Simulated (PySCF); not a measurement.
Work out the structure from these simulated measurements.

Elements present: C, H and O. Monoisotopic mass: 132.0575 u.

| Quantity | Value |
| --- | --- |
| UV, strongest line | among the 10 lowest singlet transitions: S6 at 6.58 eV (188 nm, f = 0.459) [TDDFT CAM-B3LYP/def2-SVPD] |
| 13C NMR | chemical shifts (computed TMS as zero) by class: 190.2 (1 C), 146.9 (1 C), 128.9 (1 C), 127.0 (1 C), 120.9 (1 C), 120.8 (1 C), 117.9 (1 C), 35.7 (1 C), 28.5 (1 C) ppm [GIAO KT3/pcSseg-1] |
| NMR, other nuclei | isotropic shieldings of nuclei other than C and H, by class: -227 (1 O) ppm [GIAO KT3/pcSseg-1] |
| 1H NMR | chemical shifts (computed TMS as zero) by class: 7.70 (1 H), 7.31 (1 H), 7.24 (1 H), 7.19 (1 H), 2.95 (2 H), 2.40 (2 H) ppm [GIAO KT3/pcSseg-1] |
| UV, first state | lowest singlet excitation: 3.96 eV (313 nm, f = 0.000) [TDDFT CAM-B3LYP/def2-SVPD] |
| Dipole | 3.77 D [CAM-B3LYP/def2-SVPD] |
| Valence photoelectron | vertical ionisation energy: 9.19 eV [ΔSCF CAM-B3LYP/def2-SVPD] |
| Polarisability | 103.3 au [CAM-B3LYP/def2-SVPD] |
| Rotational structure | rotational constants A, B, C: 2.563, 1.267, 0.857 GHz [PBE0-D3(BJ)/def2-SVP] |

Electronic properties: PySCF, gas phase, density fitting. Levels stand in brackets. Isolated species at its PBE0-D3(BJ)/def2-SVP geometry, gas phase. Each NMR value is the plain mean over a class of atoms that symmetry, rotation or inversion makes alike.

Question: Which formula fits the mass and the elements?

Answer: C9H8O (calculated 132.0575). No other formula that holds each of these elements comes within 0.0003 u with a fitting electron parity and a possible valence count.

Question: Give a SMILES that accounts for the data.

Answer: Numbering: `[O:1]=[C:2]1[CH2:3][CH2:4][c:5]2[cH:6][cH:7][cH:8][cH:9][c:10]21`. Its formula, C9H8O, gives 6 degrees of unsaturation: 2 rings and 4 π bonds in the structure found (Kekulé form). 9 carbons fall into 9 classes; from least to most shielded: ketone carbonyl carbon [C2] (190.2 ppm), substituted aromatic carbon [C5] (146.9 ppm), substituted aromatic carbon [C10] (128.9 ppm), aromatic CH carbon [C7] (127.0 ppm), aromatic CH carbon [C8] (120.9 ppm), aromatic CH carbon [C6] (120.8 ppm), aromatic CH carbon [C9] (117.9 ppm), sp3 carbon next to a carbonyl [C3] (35.7 ppm), benzylic-type carbon [C4] (28.5 ppm). Hydrogen classes from least to most shielded: 1 H on an aromatic CH carbon, C9 (7.70 ppm), 1 H on an aromatic CH carbon, C7 (7.31 ppm), 1 H on an aromatic CH carbon, C6 (7.24 ppm), 1 H on an aromatic CH carbon, C8 (7.19 ppm), 2 H on a benzylic-type carbon, C4 (2.95 ppm), 2 H on an sp3 carbon next to a carbonyl, C3 (2.40 ppm). The other shieldings belong to: -227 ppm, ketone oxygen [O1]. The optimised geometry has point group Cs and is an asymmetric top. Structure: 1-indanone (`O=C1CCC2=CC=CC=C12`). Computed isomers that give other values at the same levels: `CC#Cc1cccc(O)c1` (lowest singlet excitation: 4.84 eV (256 nm, f = 0.113)); `C=Cc1ccc(O)c2c1C2` (rotational constant A: 2.990 GHz; this holds for the one conformer computed); `O=C/C=C/c1ccccc1` (lowest singlet excitation: 3.76 eV (330 nm, f = 0.000)). The assignments are read from this structure; whether some other isomer fits the data as well wasn't checked.
